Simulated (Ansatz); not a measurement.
`C[Si](Cl)(Cl)[GeH3]` + `C[SiH2]F` → `C[SiH](F)[GeH3]` + `C[SiH](Cl)Cl` at 500 K and 1 bar (formal exchange of groups at a Ge–Si bond).

Isolated molecules relaxed with PBE0-D4/def2-TZVP in Ansatz; ΔE leaves out vibrations. CCSD(T)/CBS adds triple-zeta CCSD(T) − MP2 to the extrapolated MP2 energy (def2 sets, frozen cores). For Ge outer-core shells are correlated without core-valence functions, which leaves a few kJ/mol of doubt a bond. Scalar relativity is left out up to krypton.

```json
{"species": "`C[Si](Cl)(Cl)[GeH3]`", "CCSD(T)/CBS energy (Eh)": "-3326.53256", "H − E (kJ/mol)": "226.1", "S (J/(mol·K))": "482.3"}
{"species": "`C[SiH2]F`", "CCSD(T)/CBS energy (Eh)": "-430.00374", "H − E (kJ/mol)": "180.6", "S (J/(mol·K))": "331.4"}
{"species": "`C[SiH](F)[GeH3]`", "CCSD(T)/CBS energy (Eh)": "-2507.31933", "H − E (kJ/mol)": "238.5", "S (J/(mol·K))": "432.9"}
{"species": "`C[SiH](Cl)Cl`", "CCSD(T)/CBS energy (Eh)": "-1249.21450", "H − E (kJ/mol)": "168.0", "S (J/(mol·K))": "382.4"}
```

H − E and S are ideal-gas, rigid-rotor, harmonic terms from PBE0-D4/def2-TZVP, for one conformer and one mirror image of each species. 1 Eh = 2625.50 kJ/mol, R = 8.31446 J/(mol·K).

By hand: ΔE, ΔH, ΔS and ΔG.

ΔE = (-2507.31933) + (-1249.21450) − (-3326.53256) − (-430.00374) = 0.00247 Eh = 6.5 kJ/mol. Δ(H − E) = 238.5 + 168.0 − 226.1 − 180.6 = -0.2, so ΔH = 6.3 kJ/mol. ΔS = 432.9 + 382.4 − 482.3 − 331.4 = 1.6 J/(mol·K). ΔG = 6.3 − 500 × (1.6)/1000 = 5.5 kJ/mol.

By hand: the equilibrium constant, and the temperature at which ΔG would vanish if ΔH and ΔS stayed fixed.

log₁₀ K = −ΔG/(RT ln 10) = -0.6. ΔG = 0 at ΔH/ΔS = 3938 K, far beyond where these terms or the molecules hold.

The number of gas molecules stays the same, so ΔS is small and ΔH decides. The sign of ΔG lies within the doubt. A doubt of 5 kJ/mol in ΔE shifts log₁₀ K by 0.5 here. Other conformers and mirror images would add mixing entropy, several J/(mol·K) or more a flexible species. These are equilibria of isolated gas molecules and say nothing of rates. Largest T1 diagnostic: 0.012 (customary marks: 0.02 for closed shells, 0.045 for open ones).
